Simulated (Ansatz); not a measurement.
`O=C([SiH3])C=[Se]` and `O=C([SiH3])[SeH]` differ in one atom or group.

Ansatz, PBE0-D4/def2-TZVP geometries, multiplicity 1. Each molecule was computed in one conformer, which needn't be the lowest.

Scalar relativity is left out up to krypton.

```json
{"property": "LUMO energy (B3LYP/def2-TZVPP) / eV", "`O=C([SiH3])C=[Se]`": "-4.14"}
{"property": "size of the dipole moment (B3LYP/def2-TZVPP) / D", "`O=C([SiH3])C=[Se]`": "1.54"}
{"property": "LUMO energy (PBE0/def2-TZVPP) / eV", "`O=C([SiH3])C=[Se]`": "-3.97"}
{"property": "size of the dipole moment (PBE/def2-TZVPP) / D", "`O=C([SiH3])C=[Se]`": "1.46"}
{"property": "HOMO–LUMO gap (ωB97M-V/def2-TZVPP) / eV", "`O=C([SiH3])C=[Se]`": "7.33"}
{"property": "size of the dipole moment (ωB97M-V/def2-TZVPP) / D", "`O=C([SiH3])C=[Se]`": "1.54"}
```

Problem. Give the same properties after the change, and the shifts. (An estimate is asked.)

Solution. Ansatz gave: 
```json
{"property": "LUMO energy (B3LYP/def2-TZVPP) / eV", "`O=C([SiH3])[SeH]`": "-1.85", "shift": "2.29"}
{"property": "size of the dipole moment (B3LYP/def2-TZVPP) / D", "`O=C([SiH3])[SeH]`": "2.57", "shift": "1.03"}
{"property": "LUMO energy (PBE0/def2-TZVPP) / eV", "`O=C([SiH3])[SeH]`": "-1.65", "shift": "2.32"}
{"property": "size of the dipole moment (PBE/def2-TZVPP) / D", "`O=C([SiH3])[SeH]`": "2.36", "shift": "0.90"}
{"property": "HOMO–LUMO gap (ωB97M-V/def2-TZVPP) / eV", "`O=C([SiH3])[SeH]`": "9.87", "shift": "2.54"}
{"property": "size of the dipole moment (ωB97M-V/def2-TZVPP) / D", "`O=C([SiH3])[SeH]`": "2.63", "shift": "1.09"}
```

With PBE0 the HOMO falls by 0.22 eV and the LUMO rises by 2.32 eV, so the gap widens by about 2.54 eV. PBE moves the HOMO by -0.22 eV and ωB97M-V by -0.17 eV. Dipoles are sizes alone; their direction can turn.

B3LYP here is the variant with VWN-RPA as its local correlation; programs differ in this.

Spin–orbit coupling is left out; it splits and shifts lone-pair levels of the heavy atoms by tenths of an eV.
